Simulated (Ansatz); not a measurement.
Geometry optimisation, Ansatz 0.2.0, RKS B3LYP-D4/def2-SVP.

Input:

```yaml
crystal:
  periodic: [false, false, false]
  atoms:
    - { symbol: Zr, position_ang: [0.0, 0.0, 0.0] }
    - { symbol: Cl, position_ang: [0.0, 0.0, 2.87] }
    - { symbol: F, position_ang: [1.8671, 0.0, -0.6593] }
    - { symbol: Cl, position_ang: [-1.1869, 2.0563, -0.8392] }
    - { symbol: O, position_ang: [-0.975, -1.6891, -0.6893] }
    - { symbol: H, position_ang: [-1.4296, -2.1548, 0.0831] }
    - { symbol: O, position_ang: [0.8885, 2.0662, 0.7473] }
    - { symbol: H, position_ang: [1.6795, 1.8943, 1.3513] }
    - { symbol: H, position_ang: [0.6212, 1.4447, 2.002] }
basis:
  gaussian: { orbitals: def2-SVP }
hamiltonian:
  xc: b3lyp
  dispersion: d4
relax:
  f_tol: 0.15
  max_steps: 25
  restrain:
    - { distance: [0, 6], at: 3.27, k: 30.0 }
    - { distance: [8, 1], at: 2.57, k: 30.0 }
    - { distance: [0, 1], at: 2.52, k: 30.0 }
    - { distance: [8, 6], at: 1.01, k: 30.0 }
output:
  orbitals: {}
```

Command:

```bash
$ ansatz run input.yaml --threads 4 --pin off --max-ram 5120MiB --backend cpu --events-out ev --progress --plain --runs-dir out
```

**Question.** Where does it end, and by what steps?

**Answer.** It converged. The restraints hold the end off the free minimum; the threshold counts their pulls, which the force column leaves out. Restrained pairs: Zr1–O7 (2.37 → 3.25 Å), Cl2–H9 (1.80 → 2.57 Å), Zr1–Cl2 (2.87 → 2.49 Å), O7–H9 (1.43 → 0.99 Å). After 11 steps the energy has fallen by 3.553 eV (the restraints' own energy left out); H6 moved furthest, 0.83 Å.

```csv
step,energy less start (eV),largest force component (eV/Å),accepted
0,0.0000,5.188,yes
1,-0.5351,4.895,yes
2,-1.3364,5.376,yes
3,-2.3170,4.005,yes
4,-3.0572,2.053,yes
5,-3.2697,1.393,yes
6,-3.3425,1.489,yes
7,-3.4593,1.264,yes
8,-3.4901,1.133,yes
9,-3.5283,1.491,yes
10,-3.5536,1.117,yes
11,-3.5529,1.192,yes
```

```xyz
9
Properties=species:S:1:pos:R:3
Zr -0.252 -0.117 0.091
Cl -0.353 -0.037 2.574
F 1.528 -0.208 -0.576
Cl -1.553 1.517 -1.003
O -1.033 -1.774 -0.367
H -1.456 -2.597 -0.623
O 1.298 2.465 1.319
H 2.246 2.279 1.257
H 1.039 2.091 2.194
```

Run time: 32 s on 4 threads of Arm Neoverse V2, with other jobs on the host, peak memory 0.33 GiB.
